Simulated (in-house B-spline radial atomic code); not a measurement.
## Ionising Kr⁴⁺ with different functionals

Computed with a B-spline radial code for spherical atoms: non-relativistic Hamiltonian, point nucleus, spin-polarised at highest spin, spherical fractional occupations for the functionals, the average over the highest-spin determinants for Hartree-Fock. The ionisation energy is the difference of two self-consistent energies, [Ar] 3d10 4s2 4p2 → [Ar] 3d10 4s2 4p1, without Breit or QED terms; ε is the level of the shell that loses the electron (its least bound occupied spin orbital). There is no spin-orbit coupling in this Hamiltonian.

Hybrids are left out here: with spherical fractional occupations of an open shell their exact exchange keeps a self-interaction that integer-occupation calculations don't have.

| method | rung | ΔSCF (eV) | -ε(4p) (eV) |
| --- | --- | --- | --- |
| Hartree-Fock | Hartree-Fock | 63.29 | 63.61 |
| LDA VWN5 | LDA | 64.25 | 57.57 |
| LDA PW92 | LDA | 64.24 | 57.56 |
| LDA exchange-only | LDA | 62.97 | 56.34 |
| PBE | GGA | 64.05 | 57.44 |
| PBEsol | GGA | 64.09 | 57.46 |
| BLYP | GGA | 63.92 | 57.22 |
| RPBE | GGA | 64.00 | 57.42 |
| PW91 | GGA | 64.16 | 57.53 |
| BP86 | GGA | 64.18 | 57.53 |
| AM05 | GGA | 64.07 | 57.44 |
| OLYP | GGA | 64.14 | 57.55 |
| TPSS | meta-GGA | 64.15 | 57.60 |
| SCAN | meta-GGA | 64.44 | 57.97 |
| r2SCAN | meta-GGA | 64.43 | 57.96 |
| M06-L | meta-GGA | 63.69 | 57.28 |
| revTPSS | meta-GGA | 64.16 | 57.62 |

(1) How do they compare with the NIST value?

Results:

(1) NIST lists 64.7 eV ± 0.2 (semi-empirical, ground level to ground level). Errors run from -1.72 to -0.25 eV; SCAN is closest (-0.25 eV), though others lie within the uncertainty of it, and part of that can be cancellation, since the calculations leave out relativity, Breit-QED terms, multiplet and fine-structure energies. Hartree-Fock also lacks correlation.
